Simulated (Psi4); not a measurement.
Psi4 input (wB97X-D/6-31G*):

```
memory 1500 MB

molecule {
0 1
Cl    1.67396132    0.34604040   -0.06080254
C     0.60093478   -0.99847587   -0.02298582
C    -0.72031732   -0.91602633    0.02537229
Cl   -1.61799549    0.55146701    0.05968378
H     1.09109596   -1.96072980   -0.04188706
H    -1.32621992   -1.80988304    0.04658721
symmetry c1
no_reorient
no_com
}

set {
  basis 6-31G*
  reference rks
  scf_type pk
  dft_radial_points 99
  dft_spherical_points 590
  e_convergence 1e-8
  d_convergence 1e-7
  maxiter 150
}

e = energy('wb97x-d')
print_out(f'\nFINAL {e:.10f} DIPOLE {variable("CURRENT DIPOLE")[0]:.6f} {variable("CURRENT DIPOLE")[1]:.6f} {variable("CURRENT DIPOLE")[2]:.6f}\n')
```

From the output:

```
      49A      0.944084    50A      0.973564    51A      0.976729
      52A      0.991360    53A      1.048348    54A      1.126338
      55A      1.174040    56A      1.189446    57A      1.231680
      58A      1.463202    59A      1.502497    60A      1.679933
      61A      1.953328    62A      1.971699    63A      2.029110
      64A      2.155500    65A      2.362233    66A      2.420184
      67A      2.731947    68A      2.768861    69A      4.099784
      70A      4.236575    71A      4.372754    72A      4.466152

    Final Occupation by Irrep:
              A
    DOCC [    24 ]
    NA   [    24 ]
    NB   [    24 ]

  @RKS Final Energy:  -997.71702564067687

   => Energetics <=

    Nuclear Repulsion Energy =            184.8842707155644689
    One-Electron Energy =               -1741.9829335382494264
    Two-Electron Energy =                 608.6387193504268680
    DFT Exchange-Correlation Energy =     -49.2559855588524513
    Empirical Dispersion Energy =          -0.0010966095664443
    VV10 Nonlocal Energy =                  0.0000000000000000
    Total Energy =                       -997.7170256406768658

Computation Completed

Properties will be evaluated at   0.000000,   0.000000,   0.000000 [a0]

Properties computed using the SCF density matrix

 Multipole Moments:

 ------------------------------------------------------------------------------------
     Multipole            Electronic (a.u.)      Nuclear  (a.u.)        Total (a.u.)
 ------------------------------------------------------------------------------------

 L = 1.  Multiply by 2.5417464519 to convert [e a0] to [Debye]
 Dipole X            :         -0.0522849           -0.0000002           -0.0522851
 Dipole Y            :         -0.8384800           -0.0000001           -0.8384801
 Dipole Z            :          0.0010451            0.0000001            0.0010452
 Magnitude           :                                                    0.8401093

 ------------------------------------------------------------------------------------

FINAL -997.7170256407 DIPOLE -0.052285 -0.838480 0.001045

*** Psi4 exiting successfully. Buy a developer a beer!
```

The geometry given is a B3LYP-D3(BJ)/def2-TZVP minimum.
